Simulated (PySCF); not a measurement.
This PySCF input asks for the NMR shieldings of SMILES CCC[C@H]1C[CH2][AlH][CH2]1, C7H15Al; the geometry comes from PBE0-D3(BJ)/def2-SVP.

```python
import basis_set_exchange as bse
import numpy as np
from pyscf import gto, dft
from pyscf.prop import nmr

atoms = """
C    -3.423273    0.089565    0.272193
C    -2.071249   -0.291486   -0.310095
C    -0.910716    0.455923    0.330877
C     0.465097    0.133193   -0.248748
C     1.552669    1.044514    0.355614
C     2.952758    0.720550   -0.195282
Al    2.823894   -1.235039   -0.355402
C     0.878379   -1.348013   -0.100225
H    -4.244313   -0.469614   -0.202007
H    -3.630419    1.163563    0.136930
H    -3.462653   -0.116504    1.354175
H    -2.067589   -0.098859   -1.398139
H    -1.915163   -1.377503   -0.197347
H    -0.893203    0.242625    1.416829
H    -1.091431    1.543279    0.242015
H     0.428066    0.361044   -1.334137
H     1.276661    2.102165    0.196707
H     1.546125    0.895907    1.452624
H     3.080646    1.164924   -1.201609
H     3.762234    1.138609    0.423409
H     3.926783   -2.357763   -0.606631
H     0.663113   -1.687916    0.934026
H     0.311361   -2.021020   -0.762021
"""
names = dict.fromkeys(["C", "Al", "H"], "pcSseg-1")
basis = {el: gto.basis.parse(bse.get_basis(n, elements=[el], fmt="nwchem")) for el, n in names.items()}
mol = gto.M(atom=atoms, basis=basis, charge=0, verbose=0)
mf = dft.RKS(mol, xc="PBE0")
mf.grids.level = 2
mf.grids.alignment = dft.numint.BLKSIZE   # the property module wants whole blocks of grid points
mf.conv_tol = 1e-9
mf.kernel()

calc = nmr.RKS(mf)   # GIAO
C = mf.mo_coeff
Co = C[:, mf.mo_occ > 0]
resp = mf.gen_response(singlet=True, hermi=2)
def vind(x):   # induced exchange potential for any number of trial vectors
    d = np.einsum("pi,xij,qj->xpq", C, 2 * x.reshape(-1, C.shape[1], Co.shape[1]), Co, optimize=True)
    return np.einsum("xpq,pi,qj->xij", resp(d - d.transpose(0, 2, 1)), C, Co, optimize=True).ravel()
mo1, _ = nmr.rhf.solve_mo1(calc, with_cphf=vind)
sigma = calc.kernel(mo1)
for i, s in enumerate(sigma):   # ppm
    print("%2d %-2s %9.2f" % (i, mol.atom_pure_symbol(i), np.trace(s) / 3))
```

Task: What are the results?

Result: 
```
 0 C     167.53
 1 C     159.28
 2 C     138.45
 3 C     140.18
 4 C     145.88
 5 C     170.87
 6 Al    237.79
 7 C     165.88
 8 H      30.04
 9 H      30.33
10 H      30.40
11 H      30.23
12 H      29.67
13 H      30.55
14 H      29.79
15 H      30.26
16 H      29.14
17 H      30.49
18 H      31.21
19 H      30.52
20 H      25.38
21 H      32.01
22 H      30.40
```

These numbers come from an equivalent density-fitted implementation of the same equations, which agrees with the script to about 0.01 ppm for H and up to a few tenths of a ppm for heavy atoms, so last digits may differ.

Task: Turn these shieldings into chemical shifts. Scale: 13C (184.41 ppm), 1H (31.27 ppm) against TMS; AlH4- for 27Al (489.28 ppm) (reference shieldings calculated alike).

Result: Averaging equivalent atoms: C 2: 46.0; C 3: 44.2; C 4: 38.5; C 1: 25.1; C 7: 18.5; C 0: 16.9; C 5: 13.5; Al 6: 251.5; H 20: 5.89; H 16: 2.13; H 12: 1.60; H 14: 1.48; H 11: 1.04; H 15: 1.01; H 8/9/10: 1.01; H 22: 0.87; H 17: 0.77; H 19: 0.75; H 13: 0.71; H 18: 0.06; H 21: -0.75 ppm. 

Size and cost of the density-fitted run: 218 basis functions, 33 s wall time on 1 thread of an Intel Xeon 6975P-C, shared host; peak memory 1 GiB.
